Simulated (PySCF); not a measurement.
**In⁺: excitation energy**

In⁺ [Kr] 4d10 5s2 (1S) → In⁺ [Kr] 4d10 5s1 5p1 (3P), as a difference of total energies. Computed with PySCF 2.14 in aug-cc-pwCVTZ-PP with ECP28MDF (8s7p6d4f1g, 96 functions), with scalar relativity through the core potential. Correlated levels: valence: 4s2 4p6 4d10 frozen; valence and next inner shell: nothing frozen outside the core potential. The calculations carry no spin-orbit coupling.

Order these methods by the excitation energy they give, lowest first.
A. MP2 (valence)
B. SCS-MP2 (valence and next inner shell)
C. HSE06
D. r2SCAN

A (4.672 eV), D (5.387 eV), C (5.483 eV), B (5.699 eV).

Errors of the correlated levels include the incompleteness of this basis and the frozen core.

For comparison: 5.531 eV (measured; NIST levels, between the centres of gravity of the two terms).
